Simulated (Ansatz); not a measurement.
```yaml
crystal:
  periodic: [false, false, false]
  atoms:
    - {symbol: Be, position_ang: [0.767187, 0.728192, -2.739389]}
    - {symbol: O, position_ang: [0.927061, -0.821563, -2.843630]}
    - {symbol: Be, position_ang: [-0.750092, -0.750141, -2.723383]}
    - {symbol: O, position_ang: [-0.918303, 0.825527, -2.830450]}
    - {symbol: Be, position_ang: [-0.778317, 1.363329, -1.342977]}
    - {symbol: O, position_ang: [0.869798, 1.484515, -1.345429]}
    - {symbol: Be, position_ang: [1.344160, 0.813656, 0.002490]}
    - {symbol: O, position_ang: [1.378152, -0.828457, -0.010897]}
    - {symbol: Be, position_ang: [0.761959, -1.353765, -1.365850]}
    - {symbol: O, position_ang: [-0.890439, -1.481999, -1.343308]}
    - {symbol: Be, position_ang: [-1.344288, -0.814018, -0.002101]}
    - {symbol: O, position_ang: [-1.378144, 0.828145, 0.010998]}
    - {symbol: Be, position_ang: [-0.761313, 1.353731, 1.365713]}
    - {symbol: O, position_ang: [0.890629, 1.482388, 1.343224]}
    - {symbol: Be, position_ang: [0.750705, 0.750513, 2.723130]}
    - {symbol: O, position_ang: [-0.926757, 0.821716, 2.843712]}
    - {symbol: Be, position_ang: [0.777757, -1.363414, 1.342874]}
    - {symbol: O, position_ang: [-0.870133, -1.484981, 1.345627]}
    - {symbol: Be, position_ang: [-0.767530, -0.728128, 2.739150]}
    - {symbol: O, position_ang: [0.917919, -0.825238, 2.830497]}
basis:
  gaussian: {orbitals: def2-TZVP, initial_orbitals: start.molden}
total_charge: 1
magnetization: {spin_polarized: true, initial_magnetization: 1}
hamiltonian: {xc: pbe0, dispersion: d4}
scf: {omitted_lower_state_checks: [starts]}
output: {orbitals: {seedname: orbitals}}
```

The file start.molden holds the orbitals of an earlier run on this structure, at another level or in another basis.

```sh
$ ansatz run in.yaml --threads 4 --pin off --events-out ev --progress --plain --max-ram 6963MiB
```

(1) Does this run fit into the memory that it is given?

Results:

(1) No. It has 500 basis functions, and Ansatz plans for 9 GiB where 7 GiB are given.
